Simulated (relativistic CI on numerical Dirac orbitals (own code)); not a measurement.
Transition arrays of Rh6+

Method of calculation: Dirac-Coulomb-Breit CI, separate exchange-only KLI orbitals for each configuration, QED by a radiative potential, valence Slater integrals scaled by 0.9, whole transition arrays (own radial code, finite nucleus).

CI space (outside the closed core [Ar] 3d10 4s2): 4p⁶4d³, 4p⁶4d²4f, 4p⁵4d⁴, 4p⁶4d²5p, 4p⁶4d²5f. Levels of other configurations are missing.

All E1 lines from the levels of 4p⁶4d³; mean and standard deviation are weighted by gf, and upper levels are sorted by their leading configuration.

```
Upper configuration  Lines    Σgf  Mean (eV)  Mean (nm)  σ (eV)  Strongest line (nm)
           4p⁶4d²4f    582   31.7      45.65     27.162    1.41               27.085
             4p⁵4d⁴   1768  549.1      60.39     20.532    5.92               21.797
           4p⁶4d²5p    466   53.5      35.13     35.294    1.18               35.323
           4p⁶4d²5f    810  561.7      67.48     18.372    2.34               18.119
```

Σgf per state of the lower configuration in bins of 0.5 nm over the central range (centre: value): 17.75: 0.87, 18.25: 3.97, 18.75: 0.28, 19.25: 0.27, 19.75: 0.48, 20.25: 0.67, 20.75: 1.12, 21.25: 0.37, 21.75: 0.40, 22.25: 0.09, 22.75: 0.04, 23.25: 0.11, 23.75: 0.09, 24.25: 0.08, 24.75: 0.06, 25.25: 0.11, 25.75: 0.08, 26.25: 0.09, 26.75: 0.08, 27.25: 0.11, 27.75: 0.06, 34.25: 0.06, 34.75: 0.12.

Q: How do configuration mixing and the scaling of the Slater integrals move the arrays?

A: Slater scale 0.9, no configuration mixing: 4p⁶4d²4f 50.4 ± 2.0 eV (Σgf 410.3), 4p⁵4d⁴ 62.3 ± 4.6 eV (Σgf 585.1), 4p⁶4d²5p 35.1 ± 1.2 eV (Σgf 59.6), 4p⁶4d²5f 65.9 ± 1.4 eV (Σgf 29.2); Slater scale 1: 4p⁶4d²4f 45.3 ± 1.8 eV (Σgf 25.4), 4p⁵4d⁴ 62.9 ± 7.0 eV (Σgf 605.7), 4p⁶4d²5p 35.2 ± 1.3 eV (Σgf 53.1), 4p⁶4d²5f 67.9 ± 2.8 eV (Σgf 535.8); Slater scale 0.8: 4p⁶4d²4f 46.0 ± 1.2 eV (Σgf 36.8), 4p⁵4d⁴ 59.1 ± 5.0 eV (Σgf 584.3), 4p⁶4d²5p 35.1 ± 1.1 eV (Σgf 54.0), 4p⁶4d²5f 66.9 ± 1.9 eV (Σgf 497.0). With mixing, levels are counted to their leading configuration, so an array can shrink or vanish into another, and the sums then hold other lines.
